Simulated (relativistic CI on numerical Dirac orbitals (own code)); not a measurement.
## Tb²⁰⁺: sensitivity of the levels to the model

Base calculation: Dirac-Coulomb-Breit CI, separate exchange-only KLI orbitals for each configuration, model QED, unscaled Slater integrals.

CI space (outside the closed core [Ar] 3d10): 4s²4p⁶4d⁹, 4s²4p⁵4d¹⁰, 4s²4p⁶4d⁸4f, 4s4p⁶4d¹⁰, 4s²4p⁵4d⁹4f, 4s²4p⁶4d⁸5s, 4s4p⁶4d⁹4f, 4s²4p⁶4d⁸5p, 4s²4p⁶4d⁷4f5s, 4s²4p⁶4d⁸5d, 4s²4p⁶4d⁷5s5p, 4s²4p⁵4d⁹5s, 4s²4p⁶4d⁸5f, 4s²4p⁶4d⁸6s, 4s²4p⁵4d⁹5p, 4s²4p⁶4d⁸6p, 4s²4p⁶4d⁸5g, 4s²4p⁶4d⁸6d, 4s²4p⁵4d⁹5d, 4s4p⁶4d⁹5s, 4s4p⁶4d⁸4f5s, 4s²4p⁶4d⁸6f, 4s²4p⁶4d⁸7s, 4s²4p⁶4d⁷5s², 4s²4p⁶4d⁶4f5s², 4s²4p⁵4d⁷4f5s², 4s4p⁶4d⁷4f5s², 4p⁶4d⁹4f², 4p⁵4d¹⁰4f², 4p⁶4d⁸4f³, 4p⁵4d⁹4f³, 4p⁶4d⁸4f²5s. Double excitations out of closed p, d and f shells are left out; levels of such configurations are missing from the list, as are those of other unlisted configurations, and high levels can miss mixing partners. These lack a partner that the ground configuration has and come out too high: 4s²4p⁶4d⁸5p, 4s²4p⁶4d⁸5d, 4s²4p⁵4d⁹5s, 4s²4p⁶4d⁸5f, 4s²4p⁶4d⁸6s.

Variants: (1) valence Slater integrals scaled by 0.9; (2) only the first 3 configurations; (3) non-relativistic limit. Shifts of the energy above 4s²4p⁶4d⁹ ²D5/2, in cm⁻¹, for the lowest level and the first level of each name with at least 55 % of one term (blank where a level changes its place among those of its configuration and J or its character, or is not in the variant):

```
              Level     Base    Δ(1)    Δ(2)    Δ(3)
    4s²4p⁶4d⁹ ²D5/2        0       0       0       0
    4s²4p⁶4d⁹ ²D3/2    60802    -118    -451  -60802
  4s²4p⁵4d¹⁰ ²P°3/2  1077383  +11395   -4510  -76148
 4s²4p⁶4d⁸4f ⁴F°7/2  1177150   +5295  -12105  -15580
 4s²4p⁶4d⁸4f ⁴F°9/2  1187718   +5071  -12224  -26148
4s²4p⁶4d⁸4f ⁴I°15/2  1202728   +2959  -12510   -9769
 4s²4p⁶4d⁸4f ⁴D°7/2  1205429   +3592  -11405  -29809
4s²4p⁶4d⁸4f ⁴H°13/2  1214448   +1834  -12096  -15469
 4s²4p⁶4d⁸4f ⁴D°1/2  1232486   +3592  -11009        
 4s²4p⁶4d⁸4f ⁴G°7/2  1246625   +1510  -12230        
4s²4p⁶4d⁸4f ²K°13/2  1278509    +306  -12492  -53322
4s²4p⁶4d⁸4f ²K°15/2  1286136    +311  -12505  -60949
 4s²4p⁶4d⁸4f ⁴D°5/2  1316858   -3108  -11720
```

At this charge energies of transitions that change n are usually good to better than 1 %, and those within a shell (Δn = 0) to a few per cent.

Ionisation energy from the two ground configurations alone: base 650.355 eV; valence Slater integrals scaled by 0.9 650.593 eV. The NIST ASD value (theoretical) is 651 eV.

LS names give the leading component of a level, which can be under half, so a name can repeat, a term be missing and a line seem to break the LS rules.
